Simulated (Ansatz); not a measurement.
`CO/C=C/[SiH3]`. Total charge 0; spin multiplicity 1. The geometry is a stationary point of PBE0-D4/def2-TZVP. It is one conformer, not always the lowest.

```xyz
13

C    -1.971    0.657   -1.044
O    -1.350    1.271    0.064
C    -0.211    0.720    0.505
C     0.431   -0.353    0.030
Si    1.999   -0.934    0.805
H    -2.868    1.236   -1.253
H    -1.313    0.669   -1.919
H    -2.246   -0.378   -0.816
H     0.162    1.284    1.355
H     0.023   -0.888   -0.823
H     1.878   -2.327    1.319
H     2.335   -0.032    1.941
H     3.130   -0.926   -0.164
```

Q: What is the dipole moment at B3LYP/def2-TZVPP? (An estimate is asked.)

A: Computed: 1.80 D, with components (-1.38, 0.02, -1.15) D in this frame, pointing from negative to positive charge.

Q: And with PBE, r2SCAN, ωB97M-V? (Best estimate.)

A: Computed: PBE 1.89 D, r2SCAN 1.90 D, ωB97M-V 1.78 D.

Q: Give the Mulliken charges with B3LYP, PBE, ωB97M-V in def2-TZVPP. (An estimate is asked.)

A: The calculation gave: 
```tsv
atom	B3LYP	PBE	ωB97M-V
C1	-0.14	-0.15	-0.22
O2	-0.26	-0.19	-0.25
C3	0.08	0.05	0.11
C4	-0.26	-0.20	-0.31
Si5	0.30	0.21	0.21
H6	0.12	0.12	0.13
H7	0.11	0.10	0.13
H8	0.11	0.10	0.13
H9	0.11	0.09	0.10
H10	0.07	0.05	0.08
H11	-0.08	-0.06	-0.04
H12	-0.08	-0.07	-0.04
H13	-0.08	-0.06	-0.04
```

B3LYP here is the variant with VWN-RPA as its local correlation; programs differ in this.
